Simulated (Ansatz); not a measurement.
Compare A (`CC(F)(CF)C(F)F`) with its isomer B (`FC[C@@H](F)[C@H](F)CF`).

Computed with Ansatz on PBE0-D4/def2-TZVP structures; ΔE is electronic, products minus reactants. CBS: MP2 limit from def2 TZ/QZ plus the TZ coupled-cluster correction, frozen cores. DFT in def2-TZVPP. Each species was taken in one conformer, which may not be the lowest.

**Question.** Which isomer does CCSD(T)/CBS put lower? Give the gap. (Best estimate.)

**Answer.** Computed: A, by 12.0 kcal/mol.

**Question.** Give E(B) − E(A) in kcal/mol with CCSD/def2-TZVPP, LDA (SPW92), HF/def2-TZVPP, MP2/def2-TZVPP, BLYP-D4, r2SCAN-D4, ωB97M-V. (Best estimate.)

**Answer.** The calculation gave: CCSD/def2-TZVPP 11.9, LDA (SPW92) 13.6, HF/def2-TZVPP 10.3, MP2/def2-TZVPP 13.0, BLYP-D4 10.6, r2SCAN-D4 12.9, ωB97M-V 12.2. None reverses the order clearly.

Largest T1 diagnostic: 0.011.

In def2-TZVPP, CCSD(T) changes the Hartree–Fock value by +2.1 kcal/mol (the triples alone add +0.5 kcal/mol) and MP2 by +2.6 kcal/mol. Leaving LDA and LC-ωPBE aside and taking each functional with its dispersion term where it has one, the values spread over 2.3 kcal/mol, from BLYP-D4 to r2SCAN-D4. LDA lies +2.7 kcal/mol from PBE without D4.
